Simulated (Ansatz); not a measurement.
`C[B](N)[GaH2]` + `BC[SiH2]O` → `CB(N)[SiH2]O` + `B[CH2][GaH2]`  (redistribution)

Program: Ansatz. Geometries: PBE0-D4/def2-TZVP. ΔE: electronic, gas phase. CCSD(T)/CBS adds triple-zeta CCSD(T) − MP2 to the extrapolated MP2 energy (def2 sets, frozen cores). DFT in def2-TZVPP. B3LYP here is the variant with VWN-RPA as its local correlation; programs differ in this. For Ga outer-core shells are correlated without core-valence functions, which leaves a few kJ/mol of doubt a bond. Scalar relativity is left out up to krypton. Each species was taken in one conformer, which may not be the lowest.

| level | ΔE (kJ/mol) |
| --- | --- |
| PBE-D4 | -6.2 |
| PBE0-D4 | -4.1 |
| B3LYP-D4 | -2.6 |
| ωB97M-V | 1.6 |
| PBE0 | -3.8 |
| HF/def2-TZVPP | 3.7 |
| SCS-MP2/def2-TZVPP | -1.9 |
| MP2/def2-QZVPP | -2.2 |

Q: What does CCSD(T)/CBS give? (Best estimate.)

A: Ansatz gave: -1.9 kJ/mol. The listed levels differ from it by -4.3, -2.2, -0.7, 3.5, -1.9, 5.6, 0.0, -0.3 kJ/mol.

Largest T1 diagnostic among the species: 0.013.

In def2-TZVPP, CCSD(T) changes the Hartree–Fock value by −6.4 kJ/mol (the triples alone add −1.4 kJ/mol) and MP2 by −6.4 kJ/mol.
